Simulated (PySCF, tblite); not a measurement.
Isomers of C4H7NS2Si, one GFN2-xTB conformer each. Single-point energies are computed at PBE0/pcSseg-1 (PySCF, gas phase, no added dispersion term), electronic only.

| SMILES | GFN2-xTB relative energy (kcal/mol) |
| --- | --- |
| C=CS[SiH2]SCC#N | 0.0 |
| N#C[C@@H]1S[C@@H]1CS[SiH3] | 0.5 |
| N#C[C@@H]1S[C@H]1CS[SiH3] | 1.9 |

Conformers: `[CH2:1]=[CH:2][S:3][SiH2:4][S:5][CH2:6][C:7]#[N:8]` with C1–C2–S3–Si4 1°, C2–S3–Si4–S5 179°, S3–Si4–S5–C6 163°, Si4–S5–C6–C7 50°; `[N:1]#[C:2][C@@H:3]1[S:4][C@@H:5]1[CH2:6][S:7][SiH3:8]` with S4–C5–C6–S7 -159°, C5–C6–S7–Si8 137°; `[N:1]#[C:2][C@@H:3]1[S:4][C@H:5]1[CH2:6][S:7][SiH3:8]` with S4–C5–C6–S7 155°, C5–C6–S7–Si8 176°.

Problem. What does PBE0/pcSseg-1 give for the same structures?

Solution. 
```tsv
SMILES	PBE0/pcSseg-1 E (Eh)	PBE0/pcSseg-1 (kcal/mol)	GFN2-xTB (kcal/mol)	point group
C=CS[SiH2]SCC#N	-1296.53179	0.0	0.0	C1
N#C[C@@H]1S[C@H]1CS[SiH3]	-1296.51397	11.2	1.9	C1
N#C[C@@H]1S[C@@H]1CS[SiH3]	-1296.51313	11.7	0.5	C1
```

Both levels put the same isomer lowest; measured from each level's own lowest isomer, the values differ by up to 11.2 kcal/mol (N#C[C@@H]1S[C@@H]1CS[SiH3]: 0.5 against 11.7). As drawn, the lowest has a C=C bond outside aromatic rings, which the highest lacks; the highest has a three-membered ring, which the lowest lacks. Neighbours under 2.5 kcal/mol apart (N#C[C@@H]1S[C@H]1CS[SiH3] and N#C[C@@H]1S[C@@H]1CS[SiH3]) can change places with a better method, another conformer or zero-point energy. N#C[C@@H]1S[C@H]1CS[SiH3] and N#C[C@@H]1S[C@@H]1CS[SiH3] are stereoisomers, 0.5 kcal/mol apart in the conformers taken.

Problem. Which frontier levels, dipoles and rotational constants go with these structures?

Solution. 
| SMILES | HOMO (eV, PBE0/pcSseg-1) | LUMO (eV) | dipole (D) | A, B, C (MHz) |
| --- | --- | --- | --- | --- |
| C=CS[SiH2]SCC#N | -6.96 | -0.92 | 2.20 | 2453, 616.2, 507.6 |
| N#C[C@@H]1S[C@H]1CS[SiH3] | -7.29 | -1.22 | 5.31 | 2511, 539.4, 459.2 |
| N#C[C@@H]1S[C@@H]1CS[SiH3] | -7.07 | -1.24 | 2.06 | 2103, 743.9, 615.7 |

Problem. What happens when harmonic zero-point energies from GFN2-xTB frequencies are added?

Solution. 
```
                    SMILES  ZPE (kcal/mol)  electronic (kcal/mol)  with ZPE (kcal/mol)
           C=CS[SiH2]SCC#N            60.9                    0.0                  0.0
 N#C[C@@H]1S[C@H]1CS[SiH3]            60.2                   11.2                 10.5
N#C[C@@H]1S[C@@H]1CS[SiH3]            60.4                   11.7                 11.2
```

The zero-point energies span 0.7 kcal/mol. The order is unchanged.
